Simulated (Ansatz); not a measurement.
Wavefunction ladder for CH6OSiZn, SMILES `[SiH3]O[CH2][ZnH]`

```xyz
10

Si   -0.556   -1.527   -0.728
O     0.374   -0.478    0.129
C    -0.010    0.902    0.217
Zn    1.348    1.819    1.304
H     0.092   -2.857   -0.631
H    -0.654   -1.104   -2.154
H    -1.938   -1.586   -0.173
H    -1.009    0.989    0.665
H    -0.081    1.339   -0.789
H     2.433    2.504    2.160
```

Total charge 0; spin multiplicity 1. For Zn the d shell is correlated and the shells below it are frozen. Scalar relativity is left out up to krypton. The geometry is a stationary point of PBE0-D4/def2-TZVP. It is one conformer, not always the lowest. Frozen core, restricted reference, the Gaussian-basis code of Ansatz.

```csv
basis,HF (Eh),MP2 corr.
def2-SVP,-2182.51575,-0.73776
def2-TZVPP,-2183.00710,-1.05467
def2-QZVPP,-2183.06349,-1.13016
```

Task: Estimate the CCSD correlation energy and the (T) correction in each basis where they were run (hartree).

Result: 
```csv
basis,CCSD corr.,(T)
def2-SVP,-0.75876,-0.02020
def2-TZVPP,-1.04349,-0.03543
```
